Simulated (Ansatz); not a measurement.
Computed with Ansatz on PBE0-D4/def2-TZVP structures; ΔE is electronic, products minus reactants. CBS: MP2 limit from def2 TZ/QZ plus the TZ coupled-cluster correction, frozen cores. This one scheme is used for every species. DFT in def2-TZVPP. B3LYP here is the variant with VWN-RPA as its local correlation; programs differ in this. def2 core potentials past Kr. For Sn outer-core shells are correlated without core-valence functions, which leaves a few kJ/mol of doubt a bond. One conformer a species, not always the lowest.

Reaction (cleavage of the Sn–Si bond): `F[SiH2][SnH3]` + `O[SiH2][SiH3]` → `[SiH3][SiH2][O][SnH3]` + `F[SiH3]`

`F[SiH2][SnH3]`:

Z-matrix (Å, degrees):
```
Si
Sn 1 2.568
F 1 1.607 2 109.3
H 1 1.486 2 111.6 3 -118.9
H 1 1.486 2 111.6 3 118.9
H 2 1.706 1 110.9 3 60.1
H 2 1.708 1 109.5 3 179.7
H 2 1.706 1 110.9 3 -60.8
```

`O[SiH2][SiH3]`:

Cartesian coordinates in Å:
```
O 1.456 1.062 -1.021
Si 1.017 -0.044 0.128
Si -1.313 -0.209 0.367
H 1.135 0.926 -1.914
H 1.557 -1.399 -0.190
H 1.640 0.428 1.389
H -1.649 -1.254 1.372
H -1.935 -0.594 -0.932
H -1.907 1.084 0.801
```

`[SiH3][SiH2][O][SnH3]`:

Z-matrix (Å, degrees):
```
Si
Si 1 2.342
H 1 1.489 2 111.0
H 1 1.489 2 111.0 3 -120.6
H 1 1.490 2 109.8 3 119.7
O 2 1.632 1 109.1 3 60.3
H 2 1.496 1 109.6 3 -61.7
H 2 1.496 1 109.6 3 -177.7
Sn 6 1.965 2 135.8 1 180.0
H 9 1.699 6 103.8 2 -179.8
H 9 1.704 6 106.6 2 60.4
H 9 1.704 6 106.6 2 -60.0
```

`F[SiH3]`:

Cartesian coordinates in Å:
```
F -0.910 -0.781 -0.997
Si 0.024 0.020 0.026
H 0.134 -0.771 1.274
H -0.602 1.336 0.296
H 1.355 0.196 -0.599
```

```tsv
level	ΔE (kJ/mol)	difference from CCSD(T)/CBS
PBE-D4	-1.9	22.1
r2SCAN-D4	-14.7	9.3
PBE0-D4	-5.0	19.0
B3LYP-D4	-20.4	3.6
ωB97X-V	-21.5	2.5
ωB97M-V	-18.5	5.5
B2PLYP	-24.0	0.0
PBE	0.0	24.0
r2SCAN	-13.9	10.1
PBE0	-3.2	20.8
B3LYP	-17.4	6.6
HF/def2-TZVPP	-38.8	-14.8
MP2/def2-TZVPP	-27.3	-3.3
SCS-MP2/def2-TZVPP	-34.0	-10.0
CCSD/def2-TZVPP	-24.6	-0.6
CCSD(T)/def2-TZVPP	-24.4	-0.4
HF/def2-QZVPP	-41.6	-17.6
MP2/def2-QZVPP	-28.0	-4.0
SCS-MP2/def2-QZVPP	-34.4	-10.4
HF/CBS(def2)	-42.0	-18.0
MP2/CBS(def2)	-26.8	-2.8
CCSD/CBS(def2)	-24.2	-0.2
CCSD(T)/CBS	-24.0	0
```

Largest T1 diagnostic among the species: 0.014.

From PBE to PBE0 (25 % exact exchange), in def2-TZVPP and without D4, ΔE moves by −3.3 kJ/mol. In def2-TZVPP, CCSD(T) changes the Hartree–Fock value by +14.5 kJ/mol (the triples alone add +0.2 kJ/mol) and MP2 by +11.6 kJ/mol.
